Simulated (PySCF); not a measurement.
Hf, triplet (core potentials on Hf).

The PySCF input:
```python
from pyscf import gto, scf, dft

mol = gto.Mole()
mol.atom = '''
    Hf    0.000000    0.000000    0.000000
'''
mol.basis = 'def2-sv(p)'
mol.ecp = {'Hf': 'def2-sv(p)'}
mol.charge = 0
mol.spin = 2
mol.verbose = 4
mol.build()

mf = dft.UKS(mol)
mf.xc = 'b3lyp'
mf.kernel()
```

What does this run give for the total energy, <S^2>, dipole moment, number of basis functions, HOMO energy?


- total energy: -47.8761 Eh
- <S^2>: 2.002
- dipole moment: 0.00 D
- number of basis functions: 25
- HOMO energy: -4.15 eV

These values belong to the state on which the SCF converged, which isn't shown to be the lowest.
